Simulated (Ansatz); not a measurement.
One change: `F[Si](F)(F)O[SiH3]` becomes `CN[Si](F)(F)F`.

Ansatz, PBE0-D4/def2-TZVP geometries, multiplicity 1. Each molecule was computed in one conformer, which needn't be the lowest.

```json
{"property": "HOMO energy (PBE0/def2-TZVPP) / eV", "`F[Si](F)(F)O[SiH3]`": "-9.69"}
{"property": "HOMO–LUMO gap (ωB97M-V/def2-TZVPP) / eV", "`F[Si](F)(F)O[SiH3]`": "13.33"}
{"property": "HOMO energy (ωB97M-V/def2-TZVPP) / eV", "`F[Si](F)(F)O[SiH3]`": "-11.98"}
{"property": "HOMO–LUMO gap (PBE/def2-TZVPP) / eV", "`F[Si](F)(F)O[SiH3]`": "7.00"}
{"property": "HOMO energy (B3LYP/def2-TZVPP) / eV", "`F[Si](F)(F)O[SiH3]`": "-9.48"}
{"property": "LUMO energy (PBE0/def2-TZVPP) / eV", "`F[Si](F)(F)O[SiH3]`": "-0.34"}
```

**Question.** Give the same properties after the change, and the shifts. (An estimate is asked.)

**Answer.** Ansatz gave: 
```tsv
property	`CN[Si](F)(F)F`	shift
HOMO energy (PBE0/def2-TZVPP) / eV	-7.79	1.90
HOMO–LUMO gap (ωB97M-V/def2-TZVPP) / eV	12.29	-1.04
HOMO energy (ωB97M-V/def2-TZVPP) / eV	-10.16	1.82
HOMO–LUMO gap (PBE/def2-TZVPP) / eV	6.07	-0.93
HOMO energy (B3LYP/def2-TZVPP) / eV	-7.55	1.93
LUMO energy (PBE0/def2-TZVPP) / eV	0.64	0.98
```

With PBE0 the HOMO rises by 1.90 eV and the LUMO rises by 0.98 eV, so the gap narrows by about 0.92 eV. PBE moves the HOMO by 1.92 eV and ωB97M-V by 1.82 eV.

Positive LUMOs are unbound, so they and the gaps depend on the basis.

B3LYP here is the variant with VWN-RPA as its local correlation; programs differ in this.
